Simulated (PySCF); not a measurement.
SbCl2Br, SMILES [Cl][Sb]([Cl])[Br].

Geometry optimised at r2SCAN-D4/def2-SVP. The def2 effective core potentials stand for the cores of Sb; spin–orbit coupling is left out.

The numbers are results of HF/def2-TZVP run with PySCF, not measurements.

Symmetry labels are those of the subgroup Cs that the program uses (full group Cs).

Computed valence orbital energies around the gap with their symmetry:
```
orbital  symmetry  energy (eV)
-------  --------  -----------
HOMO−7         A'       -14.36
HOMO−6         A'       -13.88
HOMO−5         A"       -13.05
HOMO−4         A'       -12.96
HOMO−3         A"       -12.59
HOMO−2         A'       -11.88
HOMO−1         A"       -11.79
HOMO           A'       -10.84
LUMO           A'         0.83
LUMO+1         A"         0.92
LUMO+2         A'         1.32
LUMO+3         A'         4.92
```
